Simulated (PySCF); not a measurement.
ReSI2, quartet: molecular constants

These are results of PySCF, UPBE0, basis Re def2-SVP with ECP60, S def2-SVP, I def2-SVP with ECP28 (scalar-relativistic core potentials, no spin–orbit coupling, density fitting), not measurements.

The structure is a minimum.

```xyz
4
charge 0 multiplicity 4, angstrom
Re    0.0000    0.0000    0.4234
S     0.0000    0.0000    2.5296
I     2.3604    0.0000   -0.6304
I    -2.3604    0.0000   -0.6304
```

* Point group: C2v
* Bond lengths: Re–I 2.585 Å (×2), Re–S 2.106 Å
* Bond angles: I–Re–I 131.9°, I–Re–S 114.1° (×2)
* Dipole moment: 0.91 D
* Zero-point energy: 7.1 kJ/mol
* Principal quadrupole moments (Buckingham, traceless) about the centre of mass: -2.81, -0.40, 3.20 D Å
* Lowest empty level (α): -3.58 eV
* Enthalpy at 298.15 K above 0 K: 19.49 kJ/mol
* Heat capacity Cp at 298.15 K: 77.9 J/(mol K)
* Highest occupied level (α): -6.45 eV
* Atomisation energy without zero-point energy: 931 kJ/mol
* Spin squared ⟨S²⟩: 3.790
* Principal polarisabilities: 65.7, 120.4, 161.2 bohr³
* Rotational constants: 0.04973, 0.01192, 0.009616 cm⁻¹
* Entropy at 298.15 K and 1 bar (electronic part: spin only): 398.3 J/(mol K)
* Rotational symmetry number: 2

Harmonic modes (masses in u: Re 186.956, S 31.972, I 126.904):
```
symmetry  ω (cm⁻¹)  IR (km/mol)     type
      b1        47          1.1     bend
      a1        55          0.2     bend
      b2       110          1.5     bend
      a1       188          2.5  stretch
      b2       245         28.9  stretch
      a1       551         29.7  stretch
```

In C2v the vibrations span b1 + 3a1 + 2b2. Here b1 is antisymmetric to the molecular plane and b2 lies in it.

Charges (e):
```json
{"atom": "Re1", "Mulliken": "0.37", "Löwdin": "-0.70", "polar tensor": "1.03", "spin (Mulliken)": "2.76", "Mayer order to Re1": "–"}
{"atom": "S2", "Mulliken": "-0.11", "Löwdin": "0.27", "polar tensor": "-0.33", "spin (Mulliken)": "0.13", "Mayer order to Re1": "2.11"}
{"atom": "I3,4", "Mulliken": "-0.13", "Löwdin": "0.21", "polar tensor": "-0.35", "spin (Mulliken)": "0.06", "Mayer order to Re1": "1.15"}
```

Mulliken populations on Re1 (electrons outside its core potential): s 2.70, p 6.33, d 5.55, f 0.04.

Outer orbital energies (eV). α occupied: -10.06, -8.94, -8.81, -8.63, -8.47, -7.83, -7.22, -6.45; empty: -3.58, -3.47, -0.06, -0.01. β occupied: -10.24, -10.22, -9.00, -8.74, -8.64, -8.53, -8.25, -7.89; empty: -3.49, -3.48, -2.88, -2.84.

Formally Re is in oxidation state +4, d3, with 3 unpaired electrons (the high-spin count). The Mulliken spin on Re is 2.76. The polar-tensor charge on Re, 1.03, is far below the formal one.

Only a few start shapes were tried, so a lower isomer may exist. With open d or f shells other occupations or spin states may lie lower. Spin–orbit coupling, left out here, can matter for elements this heavy.

The final relaxation and frequency run took about 4 core-minutes on a shared host.
